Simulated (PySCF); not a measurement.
H₉PSi₃, charge +1, doublet, at a GFN2-xTB geometry (a state made from the parent by changing its charge; the spin is typed, not shown lowest). Base run: DF-PBE/pcseg-1 (PySCF).

Input for PySCF:
```python
from pyscf import gto, scf, dft

mol = gto.M(
    atom='''
Si   -0.762692    1.812644   -1.177528
P     0.004714   -0.004974   -0.012937
Si    2.253683   -0.347574    0.260665
Si   -1.493826   -1.461282    0.925951
H     0.466367    2.484487   -1.587333
H    -1.564211    2.529736   -0.189294
H    -1.534004    1.213400   -2.263577
H     2.843568    0.481957   -0.785332
H     2.395987   -1.788121    0.069580
H     2.500460    0.112651    1.625155
H    -0.719856   -2.691072    1.063207
H    -2.574548   -1.505522   -0.054531
H    -1.844775   -0.815942    2.188936
''',
    basis='pcseg-1',
    charge=1,
    spin=1,
    verbose=4,
)

mf = dft.UKS(mol)
mf.xc = 'pbe'
mf = mf.density_fit(auxbasis='def2-universal-jkfit')
mf.kernel()
mf.analyze()
```

Each row names what was changed in the base input (with any setting that the change needs).

```json
[
 {"change": "base", "ΔE vs base (mEh)": "0.000", "SCF cycles": "10", "<S^2>": "0.754", "outcome": "converged"},
 {"change": "init_guess = huckel", "ΔE vs base (mEh)": "0.000", "SCF cycles": "11", "<S^2>": "0.754", "outcome": "converged"},
 {"change": "diis = off; damp = 0.6 (with mf.diis_start_cycle = 200; with mf.max_cycle = 150)", "ΔE vs base (mEh)": "0.000", "SCF cycles": "20", "<S^2>": "0.754", "outcome": "converged"},
 {"change": "conv_tol = 1e-4", "ΔE vs base (mEh)": "0.001", "SCF cycles": "5", "<S^2>": "0.754", "outcome": "converged"},
 {"change": "solver = newton", "ΔE vs base (mEh)": "0.000", "SCF cycles": "-", "<S^2>": "0.754", "outcome": "converged"},
 {"change": "diis = off (with mf.max_cycle = 100)", "ΔE vs base (mEh)": "-", "SCF cycles": "100", "<S^2>": "-", "outcome": "not converged"},
 {"change": "level_shift = 1.0 (with mf.max_cycle = 100)", "ΔE vs base (mEh)": "0.000", "SCF cycles": "52", "<S^2>": "0.754", "outcome": "converged"},
 {"change": "init_guess = mod_huckel", "ΔE vs base (mEh)": "0.000", "SCF cycles": "11", "<S^2>": "0.754", "outcome": "converged"},
 {"change": "conv_tol_grad = 1e-3", "ΔE vs base (mEh)": "0.000", "SCF cycles": "10", "<S^2>": "0.754", "outcome": "converged"},
 {"change": "diis_space = 4", "ΔE vs base (mEh)": "0.000", "SCF cycles": "11", "<S^2>": "0.754", "outcome": "converged"},
 {"change": "conv_tol_grad = 1e-7", "ΔE vs base (mEh)": "0.000", "SCF cycles": "14", "<S^2>": "0.754", "outcome": "converged"},
 {"change": "level_shift = 0.3 (with mf.max_cycle = 100)", "ΔE vs base (mEh)": "0.000", "SCF cycles": "20", "<S^2>": "0.754", "outcome": "converged"},
 {"change": "diis_space = 20", "ΔE vs base (mEh)": "0.000", "SCF cycles": "10", "<S^2>": "0.754", "outcome": "converged"}
]
```

Open shells are given as the SCF converged; they aren't shown to be the lowest states, and a large step between rows can be another state.
